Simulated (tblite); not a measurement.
A tight-binding relaxation on `CC([SiH2][Se]CC=C)C`.

Computed with GFN2-xTB geometry optimisation, gas phase (tblite 0.8.0). Start geometry: from a force field or distance geometry. The command runs a driver script over a list of jobs; the input below is this job's line of settings and its coordinates in Å.

Command:
```bash
OMP_NUM_THREADS=1 python probes_run.py task.json out
```

Input:
```
{"job": {"kind": "relax", "xc": "GFN2-xTB", "basis": "xTB"}, "charge": 0, "multiplicity": 1}
C     -3.868600     0.799400    -0.061800
C     -3.382100    -0.160800     0.711800
C     -2.588500    -1.261200     0.063200
Se    -0.765400    -1.301800     0.756300
Si     0.365500     0.212600    -0.485800
C      2.180500     0.039600    -0.467600
C      2.729800    -1.101300     0.321800
C      2.766400     1.383400    -0.002800
H     -4.443000     1.613400     0.358900
H     -3.696800     0.740900    -1.108900
H     -3.535800    -0.160000     1.804200
H     -3.090000    -2.242100     0.155900
H     -2.512600    -0.968900    -0.997100
H     -0.074300    -0.008500    -1.900400
H     -0.142700     1.547900    -0.130600
H      2.543500    -0.086900    -1.512400
H      2.708500    -0.925000     1.421700
H      3.815900    -1.178300     0.054400
H      2.303800    -2.088100     0.056400
H      2.715600     2.023300    -0.919800
H      2.143100     1.841700     0.801000
H      3.816700     1.299900     0.279300
```

Output:
```
step      E/eV     max force
  0    -676.34867    2.715
  1    -676.57952    0.930
  2    -676.65096    0.600
  3    -676.69431    0.651
  4    -676.73089    0.508
  5    -676.75455    0.313
  6    -676.77087    0.291
  7    -676.78673    0.304
  8    -676.80364    0.311
  9    -676.81882    0.273
... (197 lines left out)
207    -677.00118    0.025
208    -677.00128    0.020
209    -677.00136    0.022
210    -677.00143    0.020
211    -677.00149    0.017
212    -677.00155    0.019
213    -677.00162    0.019
214    -677.00166    0.019
215    -677.00169    0.012
216    -677.00171    0.010
```

«max force» is the largest atomic force in eV/Å.

Task: From which step on does the largest force stay under 0.1 eV/Å, and how much energy is left to gain from there?

Result: From step 148 (0.094 eV/Å), 13.8 meV above the end.

Main results: energy lowered by 15.1 kcal/mol over 216 steps; largest atomic force 0.010 eV/Å at the end.

Task: Give the final coordinates.

Result: 0.677 Å rms from the input after alignment:
```
atom  x, y, z in Å
C1    -3.4407    0.8748    0.1934
C2    -3.1708   -0.3766    0.5230
C3    -2.6173   -1.3765   -0.4149
Se4   -0.7470   -1.8427    0.0693
Si5    0.1679    0.2053   -0.3353
C6     2.0580   -0.0294   -0.4053
C7     2.5715   -0.7741    0.8235
C8     2.7573    1.3162   -0.5501
H9    -3.8403    1.5772    0.9041
H10   -3.2863    1.2409   -0.8088
H11   -3.3275   -0.7261    1.5352
H12   -3.1548   -2.3242   -0.3613
H13   -2.5964   -1.0143   -1.4426
H14   -0.3599    0.6871   -1.6171
H15   -0.2294    1.1346    0.7275
H16    2.2981   -0.6327   -1.2880
H17    2.3883   -0.1958    1.7272
H18    3.6430   -0.9542    0.7457
H19    2.0704   -1.7379    0.9254
H20    2.4094    1.8430   -1.4354
H21    2.5613    1.9441    0.3162
H22    3.8348    1.1809   -0.6342
```

Task: Estimate the wall time. Hardware: one thread of an Arm Neoverse V2 (shared host).

Result: About 1.8 s.
Labels such as C1 count atoms from 1, the log's own numbers from 0.
